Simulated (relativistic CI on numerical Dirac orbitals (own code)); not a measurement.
Cu³⁺: L2,3 absorption edge

Computed with this model: Dirac-Coulomb-Breit CI, separate exchange-only KLI orbitals for each configuration, model QED (radiative potential, 1s self-energy scaled to tabulated hydrogen-like ionisation energies), valence Slater integrals scaled by 0.7, multiplet model of core-to-valence dipole absorption; configurations [Ar] 3d8 → [He] 2s2 2p5 3s2 3p6 3d9; 300 K; Lorentzian 0.6 eV and Gaussian 0.3 eV FWHM. Energies are those of the free ion, without screening or charge transfer. The branching ratio is the share of the lower-energy edge in the whole absorption, uncertain by about 0.02 where the edges overlap. S is read from ⟨S²⟩ = S(S + 1).

Field parameters in Wybourne normalisation: D3d B²₀ = −7Dσ, B⁴₀ = −14Dq − 21Dτ, B⁴₃ = −14√(10/7) Dq; D4h B²₀ = −7Ds, B⁴₀ = 21(Dq − Dt), B⁴₄ = 21√(5/14) Dq; Oh B⁴₀ = 21Dq, B⁴₄ = √(5/14) B⁴₀; Td as Oh with Dq negative (B⁴₀ = 21Dq, B⁴₄ = √(5/14) B⁴₀). The field is a parameter set, without covalency.

free ion: ground-state S = 1.00, centroid 935.40 eV, branching ratio 0.936. Peaks (eV, height): 933.4 (69), 934.1 (100), 936.0 (21), 955.1 (11).

D3d, 10Dq = 13700, Dσ = -50, Dτ = 270 cm⁻¹: ground-state S = 1.00, centroid 940.67 eV, branching ratio 0.741. Peaks (eV, height): 934.9 (100), 937.1 (24), 955.2 (24), 956.3 (24).

Td, 10Dq = -7850 cm⁻¹: ground-state S = 1.00, centroid 936.20 eV, branching ratio 0.914. Peaks (eV, height): 933.9 (100), 936.5 (16), 955.7 (12).

Td, 10Dq = -4700 cm⁻¹: ground-state S = 1.00, centroid 935.97 eV, branching ratio 0.918. Peaks (eV, height): 933.7 (100), 934.3 (93), 936.3 (20), 955.5 (13).

Oh, 10Dq = 10250 cm⁻¹: ground-state S = 1.00, centroid 940.00 eV, branching ratio 0.757. Peaks (eV, height): 934.5 (100), 936.7 (25), 954.8 (22), 956.0 (26).

D4h, 10Dq = 12100, Ds = 1470, Dt = 1080 cm⁻¹: ground-state S = 1.00, centroid 937.64 eV, branching ratio 0.851. Peaks (eV, height): 933.5 (100), 934.5 (79), 937.1 (24), 956.0 (25).

The statistical ratio of this edge is 2/3 = 0.667. Values above it arise where the holes sit mainly in the j = l + 1/2 valence subshell or the ground state has high spin; values below it where core-valence Coulomb terms move weight to the upper edge, as in nearly empty shells.

Strongest unbroadened transitions for free ion:

| Energy (eV) | Relative strength |
| --- | --- |
| 933.31 | 60.2 |
| 934.13 | 100.0 |
| 936.06 | 19.7 |
| 955.12 | 12.2 |
